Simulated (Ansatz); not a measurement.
Gas-phase electronic energies from Ansatz, PBE0-D4/def2-TZVP geometries. CBS: MP2 limit from def2 TZ/QZ plus the TZ coupled-cluster correction, frozen cores. DFT in def2-TZVPP. B3LYP here is the variant with VWN-RPA as its local correlation; programs differ in this. One conformer a species, not always the lowest.

Reaction (ligand exchange at the Si–O bond): `F[SiH2]O[SiH2][SiH3]` + `N[SiH2]F` → `F[SiH2]N[SiH2][SiH3]` + `O[SiH2]F`

| level | ΔE (kcal/mol) |
| --- | --- |
| PBE-D4 | 10.1 |
| B3LYP-D4 | 12.3 |
| PBE | 10.3 |
| CCSD/CBS(def2) | 12.1 |

What does CCSD(T)/CBS give? (An estimate is asked.)

Ansatz gave: +11.5 kcal/mol. The listed levels differ from it by -1.4, 0.8, -1.2, 0.6 kcal/mol.

Largest T1 diagnostic among the species: 0.012.

In def2-TZVPP, CCSD(T) changes the Hartree–Fock value by −3.3 kcal/mol (the triples alone add −0.5 kcal/mol) and MP2 by −3.5 kcal/mol.
